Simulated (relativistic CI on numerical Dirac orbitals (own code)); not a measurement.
# How well does a small relativistic CI reproduce Sr⁴⁺?

Method of calculation: Dirac-Coulomb-Breit CI, orbitals from a KLI potential per configuration, a model potential for QED, valence Slater integrals scaled by 0.85, P86 correlation energy added to each configuration (own radial code, finite nucleus).

CI space (outside the closed core [Ar] 3d10): 4s2 4p4, 4s 4p5, 4s2 4p3 4d, 4p6, 4s2 4p3 4f, 4s 4p4 4d, 4s2 4p3 5s, 4s2 4p3 5p, 4s 4p4 4f, 4s2 4p3 5d, 4s2 4p3 6s, 4s2 4p3 6p, 4s2 4p3 5f, 4s2 4p2 4d2, 4s2 4p 4d3, 4s2 4p 4d2 4f, 4s 4p2 4d3, 4s2 4p 4d2 5s, 4s2 4p 4d2 5p. Double excitations out of closed p, d and f shells are left out; levels of such configurations are missing from the list, as are those of other unlisted configurations, and high levels can miss mixing partners. These lack a partner that the ground configuration has and come out too high: 4s 4p4 4f, 4s2 4p3 5d, 4s2 4p3 6s, 4s2 4p3 6p, 4s2 4p3 5f.

| Configuration | Term (tabulated) | J | Measured (cm⁻¹) | Computed | Error | Purity (%) |
| --- | --- | --- | --- | --- | --- | --- |
| 4s2 4p4 | 3P | 2 | 0.0 | 0 | 0 | 91 |
| 4s2 4p4 | 3P | 1 | 8307.9 | 8185 | -123 | 98 |
| 4s2 4p4 | 3P | 0 | 8718.5 | 8409 | -309 | 88 |
| 4s2 4p4 | 1D | 2 | 20310.5 | 19864 | -447 | 91 |
| 4s2 4p4 | 1S | 0 | 44050.4 | 41456 | -2594 | 87 |
| 4s 4p5 | 3P° | 2 | 154032.3 | 165580 | 11548 | 81 |
| 4s 4p5 | 3P° | 1 | 160017.5 | 171516 | 11498 | 79 |
| 4s 4p5 | 3P° | 0 | 164015.7 | 175466 | 11451 | 80 |
| 4s2 4p3 4d | 5D° | 0 | 202128.7 | 211408 | 9280 | 97 |
| 4s2 4p3 4d | 5D° | 1 | 202265.2 | 211534 | 9269 | 97 |
| 4s2 4p3 4d | 5D° | 2 | 202321.4 | 211590 | 9269 | 96 |
| 4s2 4p3 4d | 5D° | 3 | 202398.5 | 211645 | 9246 | 94 |
| 4s2 4p3 4d | 5D° | 4 | 202913.0 | 212043 | 9130 | 95 |
| 4s2 4p3 4d | 3D° | 2 | 213783.8 | 224933 | 11149 | 63 |
| 4s2 4p3 4d | 3D° | 3 | 216104.2 | 227490 | 11386 | 80 |
| 4s2 4p3 4d | 3D° | 1 | 216969.2 | 228676 | 11706 | 98 |
| 4s2 4p3 4d | 3F° | 2 | 220549.7 | 231150 | 10600 | 69 |
| 4s2 4p3 4d | 1S° | 0 | 221778.4 | 236393 | 14615 | 95 |
| 4s2 4p3 4d | 3F° | 3 | 222368.3 | 232753 | 10385 | 77 |
| 4s2 4p3 4d | 3F° | 4 | 224844.4 | 234929 | 10085 | 82 |
| 4s2 4p3 4d | 3G° | 3 | 229949.5 | 239529 | 9580 | 84 |
| 4s2 4p3 4d | 3G° | 4 | 230974.2 | 240587 | 9613 | 72 |
| 4s2 4p3 4d | 3G° | 5 | 232585.9 | 241944 | 9358 | 99 |
| 4s2 4p3 4d | 1G° | 4 | 234782.6 | 245248 | 10466 | 85 |
| 4s2 4p3 4d | 1D° | 2 | 241479.5 | 251597 | 10117 | 77 |
| 4s2 4p3 4d | 3D° | 1 | 243576.5 | 254331 | 10754 | 98 |
| 4s2 4p3 4d | 3P° | 0 | 246801.4 | 257775 | 10974 | 93 |
| 4s2 4p3 4d | 3P° | 1 | 248011.9 | 258433 | 10421 | 89 |
| 4s2 4p3 4d | 3F° | 3 | 249673.2 | 258249 | 8576 | 88 |
| 4s2 4p3 4d | 3F° | 4 | 251233.8 | 259856 | 8623 | 78 |
| 4s2 4p3 4d | 3D° | 3 | 253340.4 | 264159 | 10819 | 84 |
| 4s2 4p3 4d | 3P° | 2 | 255118.5 | 265121 | 10002 | 86 |
| 4s2 4p3 4d | 3S° | 1 | 265178.8 | 273614 | 8435 | 89 |
| 4s2 4p3 4d | 1F° | 3 | 266239.4 | 277308 | 11068 | 78 |
| 4s2 4p3 5s | 5S° | 2 | 266325.3 | 278081 | 11756 | 94 |
| 4s2 4p3 4d | 3P° | 2 | 267351.0 | 281499 | 14148 | 66 |
| 4s2 4p3 4d | 3D° | 3 | 271500.2 | 281921 | 10420 | 85 |
| 4s2 4p3 5s | 3S° | 1 | 274951.7 | 287515 | 12563 | 71 |
| 4s2 4p3 4d | 3P° | 0 | 275425.4 | 289408 | 13983 | 78 |
| 4s2 4p3 4d | 3D° | 1 | 280067.1 | 289212 | 9145 | 64 |
| 4s2 4p3 4d | 1D° | 2 | 285450.0 | 294823 | 9373 | 78 |
| 4s2 4p3 5s | 3D° | 1 | 288831.6 | 301451 | 12619 | 84 |
| 4s2 4p3 5s | 3D° | 2 | 289116.7 | 301652 | 12535 | 75 |
| 4s2 4p3 4d | 1F° | 3 | 291678.4 | 303248 | 11570 | 90 |
| 4s2 4p3 5s | 3D° | 3 | 291835.6 | 304502 | 12666 | 99 |
| 4s2 4p3 5s | 1D° | 2 | 294818.2 | 307830 | 13011 | 81 |
| 4s2 4p3 5s | 3P° | 0 | 306607.4 | 317364 | 10756 | 98 |
| 4s2 4p3 5s | 3P° | 1 | 307806.5 | 318592 | 10785 | 76 |
| 4s2 4p3 5s | 3P° | 2 | 311699.8 | 323050 | 11350 | 76 |
| 4s2 4p3 5p | 5P | 1 | 313726.9 | 324744 | 11017 | 91 |
| 4s2 4p3 5p | 5P | 2 | 314143.2 | 325213 | 11070 | 86 |
| 4s2 4p3 5s | 1P° | 1 | 314735.9 | 326159 | 11423 | 74 |
| 4s2 4p3 5p | 5P | 3 | 316119.9 | 327023 | 10903 | 95 |
| 4s2 4p3 5p | 3P | 1 | 319834.7 | 331338 | 11503 | 85 |
| 4s2 4p3 5p | 3P | 2 | 321239.0 | 332679 | 11440 | 85 |
| 4s2 4p3 5p | 3P | 0 | 321640.8 | 333106 | 11465 | 98 |
| 4s2 4p3 5p | 3F | 3 | 336623.3 | 348425 | 11802 | 68 |

Measured levels from Sansonetti, J. Phys. Chem. Ref. Data 41, 013102 (2012); pairs were made by configuration, J and term (by order where the table uses no LS term), so strongly mixed levels may be paired wrongly.

Mean error by configuration (cm⁻¹): 4s2 4p4 -868; 4s 4p5 11499; 4s2 4p3 4d 10424; 4s2 4p3 5s 11947; 4s2 4p3 5p 11314. Over the excited levels the mean absolute error is 10182 cm⁻¹ (56 of the 69 excited levels that our extract of the source holds in range could be paired, and the others can miss by more), and the median relative error of those above 1,000 cm⁻¹ is 4.2 %.
